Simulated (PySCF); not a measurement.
C5H13MgN, singlet, geometry from GFN2-xTB (such geometries of metal compounds can be far from the true shape) (in this run its highest filled SCF level lies above zero, so its values depend strongly on the basis, on diffuse functions most of all), atoms displaced at random by about 0.08 Å a coordinate; PBE/STO-3G, gradient run with PySCF.

The PySCF input:
```python
from pyscf import gto, scf, dft

mol = gto.Mole()
mol.atom = '''
    Mg   -1.02147408   -0.22583917    0.82727645
    C    -1.07650518   -0.74533254   -1.29453142
    C     0.37157821   -1.40748644   -1.60816507
    C    -1.13665838    0.69951490   -2.18720211
    H    -1.95754126   -1.35393113   -1.60418324
    H     0.45574068   -1.49817074   -2.80997385
    H     1.09295744   -0.79267596   -1.32713120
    H     0.27732443   -2.30750697   -1.35500997
    H    -2.02308930    1.31572966   -2.10619799
    H    -1.06854561    0.58256065   -3.29279725
    H    -0.16123029    1.39069403   -1.75257014
    N     0.60656879    0.59176536    1.66875412
    C     1.07245498    1.73404703    1.10504796
    C     1.52796074   -0.45941602    1.80608218
    H     1.58707404    2.17647018    1.85332629
    H     1.42686156    1.63506593    0.16428142
    H     0.14359310    2.42577066    0.82765528
    H     2.26560299   -0.58167797    0.98726423
    H     2.25853739   -0.07262393    2.68233912
    H     1.30568182   -1.35878106    2.17160085
'''
mol.basis = 'sto-3g'
mol.verbose = 4
mol.build()

mf = dft.RKS(mol)
mf.xc = 'pbe'
mf.grids.level = 0
mf.kernel()
g = mf.nuc_grad_method()
g.grid_response = False
grad = g.kernel()
```

What does PySCF print? Leave out banner, timings and long lists.


```
PySCF version 2.14.0

[INPUT] verbose = 4
[INPUT] num. atoms = 20
[INPUT] num. electrons = 62
[INPUT] charge = 0
[INPUT] spin (= nelec alpha-beta = 2S) = 0
[INPUT] symmetry False subgroup None
[INPUT] Mole.unit = angstrom
[INPUT] Symbol           X                Y                Z      unit          X                Y                Z       unit  Magmom
[INPUT]  1 Mg    -1.021474080000  -0.225839170000   0.827276450000 AA   -1.930306254542  -0.426774179499   1.563325919802 Bohr   0.0
[INPUT]  2 C     -1.076505180000  -0.745332540000  -1.294531420000 AA   -2.034299961876  -1.408474372326  -2.446309843444 Bohr   0.0
[INPUT]  3 C      0.371578210000  -1.407486440000  -1.608165070000 AA    0.702181050756  -2.659763895639  -3.038991545392 Bohr   0.0
[INPUT]  4 C     -1.136658380000   0.699514900000  -2.187202110000 AA   -2.147973035392   1.321891581053  -4.133212966971 Bohr   0.0
[INPUT]  5 H     -1.957541260000  -1.353931130000  -1.604183240000 AA   -3.699216858936  -2.558559027223  -3.031466977217 Bohr   0.0
[INPUT]  6 H      0.455740680000  -1.498170740000  -2.809973850000 AA    0.861225069023  -2.831132386437  -5.310080993690 Bohr   0.0
[INPUT]  7 H      1.092957440000  -0.792675960000  -1.327131200000 AA    2.065390227406  -1.497940469927  -2.507914499365 Bohr   0.0
[INPUT]  8 H      0.277324430000  -2.307506970000  -1.355009970000 AA    0.524067220351  -4.360556203825  -2.560597739355 Bohr   0.0
[INPUT]  9 H     -2.023089300000   1.315729660000  -2.106197990000 AA   -3.823084702538   2.486368711367  -3.980137365209 Bohr   0.0
[INPUT] 10 H     -1.068545610000   0.582560650000  -3.292797250000 AA   -2.019258554506   1.100880079449  -6.222484986221 Bohr   0.0
[INPUT] 11 H     -0.161230290000   1.390694030000  -1.752570140000 AA   -0.304681091084   2.628030839768  -3.311877578691 Bohr   0.0
[INPUT] 12 N      0.606568790000   0.591765360000   1.668754120000 AA    1.146248888809   1.118274460405   3.153488256040 Bohr   0.0
[INPUT] 13 C      1.072454980000   1.734047030000   1.105047960000 AA    2.026646193126   3.276873973815   2.088237998909 Bohr   0.0
[INPUT] 14 C      1.527960740000  -0.459416020000   1.806082180000 AA    2.887427327688  -0.868170455038   3.413000678657 Bohr   0.0
[INPUT] 15 H      1.587074040000   2.176470180000   1.853326290000 AA    2.999135275007   4.112932558483   3.502279107556 Bohr   0.0
[INPUT] 16 H      1.426861560000   1.635065930000   0.164281420000 AA    2.696377566070   3.089826803307   0.310446891155 Bohr   0.0
[INPUT] 17 H      0.143593100000   2.425770660000   0.827655280000 AA    0.271351632377   4.584042188405   1.564041804750 Bohr   0.0
[INPUT] 18 H      2.265602990000  -0.581677970000   0.987264230000 AA    4.281369158096  -1.099212055993   1.865659007280 Bohr   0.0
[INPUT] 19 H      2.258537390000  -0.072623930000   2.682339120000 AA    4.268017109190  -0.137239337790   5.068886310007 Bohr   0.0
[INPUT] 20 H      1.305681820000  -1.358781060000   2.171600850000 AA    2.467381045624  -2.567724066646   4.103730858373 Bohr   0.0

nuclear repulsion = 346.09175798111
number of shells = 36
number of NR pGTOs = 156
number of NR cGTOs = 52
basis = sto-3g
ecp = {}

******** <class 'pyscf.dft.rks.RKS'> ********
method = RKS
initial guess = minao
damping factor = 0
level_shift factor = 0
DIIS = <class 'pyscf.scf.diis.CDIIS'>
diis_start_cycle = 1
diis_space = 8
diis_damp = 0
SCF conv_tol = 1e-09
SCF conv_tol_grad = None
SCF max_cycles = 50
direct_scf = True
direct_scf_tol = 1e-13
XC library pyscf.dft.libxc version 7.1.2
    S. Lehtola, C. Steigemann, M. J. T. Oliveira, and M. A. L. Marques,  SoftwareX 7, 1–5 (2018)
XC functionals = pbe
    J. P. Perdew, K. Burke, and M. Ernzerhof,  Phys. Rev. Lett. 77, 3865 (1996)
    J. P. Perdew, K. Burke, and M. Ernzerhof,  Phys. Rev. Lett. 78, 1396 (1997)
    J. P. Perdew, K. Burke, and M. Ernzerhof,  Phys. Rev. Lett. 77, 3865 (1996)
    J. P. Perdew, K. Burke, and M. Ernzerhof,  Phys. Rev. Lett. 78, 1396 (1997)
radial grids:
    Treutler-Ahlrichs [JCP 102, 346 (1995); DOI:10.1063/1.469408] (M4) radial grids

becke partition: Becke, JCP 88, 2547 (1988); DOI:10.1063/1.454033
pruning grids: <function nwchem_prune>
grids dens level: 0
symmetrized grids: False
atomic radii adjust function: <function treutler_atomic_radii_adjust>
small_rho_cutoff = 0
Set gradient conv threshold to 3.16228e-05
Initial guess from minao.
tot grids = 16176
init E= -447.074995897818
  HOMO = -0.268262438050608  LUMO = -0.0171426130854067  gap/eV = 6.83332
cycle= 1 E= -446.758111231962  delta_E= 0.317  |g|= 0.755  |ddm|= 5.47
  HOMO = 0.121457394808824  LUMO = 0.195146995976126  gap/eV = 2.00520
cycle= 2 E= -445.111662687151  delta_E= 1.65  |g|= 1.89  |ddm|=  4.3
  HOMO = 0.00387923041404092  LUMO = 0.157744417366189  gap/eV = 4.18688
cycle= 3 E= -446.872856192759  delta_E= -1.76  |g|= 0.466  |ddm|=  3.9
  HOMO = -0.0026105275610232  LUMO = 0.123907237895741  gap/eV = 3.44272
cycle= 4 E= -446.944776725694  delta_E= -0.0719  |g|= 0.151  |ddm|= 0.965
  HOMO = 0.0135263854926978  LUMO = 0.0868495115277537  gap/eV = 1.99522
cycle= 5 E= -446.952935779431  delta_E= -0.00816  |g|= 0.0806  |ddm|= 0.428
  HOMO = 0.0181133075863127  LUMO = 0.0896509350761843  gap/eV = 1.94664
cycle= 6 E= -446.954991894837  delta_E= -0.00206  |g|= 0.0196  |ddm|= 0.123
  HOMO = 0.0171487695295499  LUMO = 0.0930381497047187  gap/eV = 2.06506
cycle= 7 E= -446.955145762712  delta_E= -0.000154  |g|= 0.00438  |ddm|= 0.0405
  HOMO = 0.0163679949234449  LUMO = 0.0925135596229805  gap/eV = 2.07203
cycle= 8 E= -446.955152131476  delta_E= -6.37e-06  |g|= 0.000923  |ddm|= 0.00741
  HOMO = 0.0163103203623995  LUMO = 0.0924637855194617  gap/eV = 2.07224
cycle= 9 E= -446.9551523847  delta_E= -2.53e-07  |g|= 0.000298  |ddm|= 0.00163
  HOMO = 0.0163245150662575  LUMO = 0.0924824998021986  gap/eV = 2.07236
cycle= 10 E= -446.955152411445  delta_E= -2.67e-08  |g|= 3.24e-05  |ddm|= 0.000399
  HOMO = 0.0163222535503401  LUMO = 0.092487875925509  gap/eV = 2.07257
cycle= 11 E= -446.955152411943  delta_E= -4.99e-10  |g|= 7.27e-06  |ddm|= 7.96e-05
  HOMO = 0.0163228134778409  LUMO = 0.092488252756597  gap/eV = 2.07257
Extra cycle  E= -446.955152411934  delta_E= 9.44e-12  |g|= 9.32e-06  |ddm|= 2.4e-05
converged SCF energy = -446.955152411934

******** <class 'pyscf.grad.rks.Gradients'> for <class 'pyscf.dft.rks.RKS'> ********
unit = Eh/Bohr
grid_response = False
--------------- RKS gradients ---------------
         x                y                z
0 Mg    -0.0407492442    -0.0117114462     0.0396130320
1 C    -0.0062728813    -0.0620913093    -0.0167242673
2 C     0.1309728811    -0.1149520752     0.1704796954
3 C    -0.0742008444     0.0051891888    -0.0495258389
4 H    -0.0098971011     0.0075297290     0.0060413421
5 H    -0.0002652080    -0.0079212813    -0.0543651126
6 H    -0.0913979864    -0.0586156820    -0.0457613605
7 H    -0.0073652701     0.1846824120    -0.0717290923
8 H     0.0220467046    -0.0084302623    -0.0188151866
9 H    -0.0148552074     0.0092472756    -0.0027962841
10 H     0.0616956590     0.0404239993     0.0359191459
11 N     0.1769226773     0.1160818641    -0.0290698044
12 C     0.1150803315    -0.0691547043     0.0264925977
13 C    -0.1336256380    -0.1126845295    -0.0273499426
14 H    -0.0759452936    -0.0669784734    -0.0483018260
15 H    -0.0704246541     0.0030555353     0.0894613366
16 H    -0.0326131552     0.0169446810    -0.0230348309
17 H    -0.0021521664     0.0081926589     0.0150816214
18 H     0.0092559244     0.0207919361     0.0274516169
19 H     0.0510962701     0.1018531990    -0.0321560767
----------------------------------------------
```
